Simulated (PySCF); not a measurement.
Two species compared at the same levels of theory.

First species: C6H6O2.
InChI=1S/C6H6O2/c1-5-3-2-4-6(7)8-5/h2-4H,1H3

Second species: Hydroquinone, C₆H₆O₂.
Atom-mapped SMILES: `[OH:1][c:2]1[cH:3][cH:4][c:5]([OH:6])[cH:7][cH:8]1` (hydrogens: H9 on O1; H10 on C3; H11 on C4; H12 on O6; H13 on C7; H14 on C8)

Levels: PBE0/def2-SVPD for dipole moment, HOMO energy, LUMO energy, HOMO–LUMO gap, static isotropic polarisability and electronic spatial extent ⟨r²⟩ about the centre of nuclear charge; TDDFT PBE0/def2-SVPD for lowest singlet excitation; TDA PBE0/def2-SVPD for lowest triplet excitation (Tamm–Dancoff); GFN2-xTB for rotational constant A and rotational constant C. Geometries: GFN2-xTB. Each species is one conformer at its optimised geometry, gas phase, non-relativistic unless stated. Electronic properties by PySCF.

The conformers computed, where there is a choice (atom-mapped SMILES and torsion angles):
- `[OH:1][c:2]1[cH:3][cH:4][c:5]([OH:6])[cH:7][cH:8]1`: H–O1–C2–C3 0°, H–O6–C5–C4 180°

Values for the first species:

```
Dipole moment                                                     : 5.07 D
HOMO energy                                                       : -6.87 eV
LUMO energy                                                       : -1.73 eV
HOMO–LUMO gap                                                     : 5.14 eV
Lowest singlet excitation                                         : 4.47 eV
Lowest triplet excitation (Tamm–Dancoff)                          : 2.85 eV
Static isotropic polarisability                                   : 77.5 au
Electronic spatial extent ⟨r²⟩ about the centre of nuclear charge : 883 bohr²
Rotational constant A                                             : 3.645 GHz
Rotational constant C                                             : 1.320 GHz
```

Estimate the same properties for the second species, and the change in each.

```
                                                         property      first     second  second less first
                                                    dipole moment     5.07 D     0.00 D            -5.07 D
                                                      HOMO energy   -6.87 eV   -6.05 eV           +0.82 eV
                                                      LUMO energy   -1.73 eV   -0.41 eV           +1.32 eV
                                                    HOMO–LUMO gap    5.14 eV    5.64 eV           +0.50 eV
                                        lowest singlet excitation    4.47 eV    4.73 eV           +0.26 eV
                         lowest triplet excitation (Tamm–Dancoff)    2.85 eV    3.67 eV           +0.82 eV
                                  static isotropic polarisability    77.5 au    77.0 au            -0.5 au
electronic spatial extent ⟨r²⟩ about the centre of nuclear charge  883 bohr²  941 bohr²          +58 bohr²
                                            rotational constant A  3.645 GHz  5.681 GHz         +2.036 GHz
                                            rotational constant C  1.320 GHz  1.184 GHz         -0.136 GHz
```

On the first: The polarisability is 11.48 Å³ as a volume (1 au = 0.148185 Å³), or 1.34 au for each of the 58 electrons. The 6 singlets span 4.47 to 6.93 eV, and their oscillator strengths add up to 0.28.

On the second: S1 lies 0.91 eV below the HOMO–LUMO gap; its leading configuration is HOMO→LUMO, weight 0.91. The principal polarisabilities are 46.0, 84.0 and 101.1 au; their mean is the isotropic value.
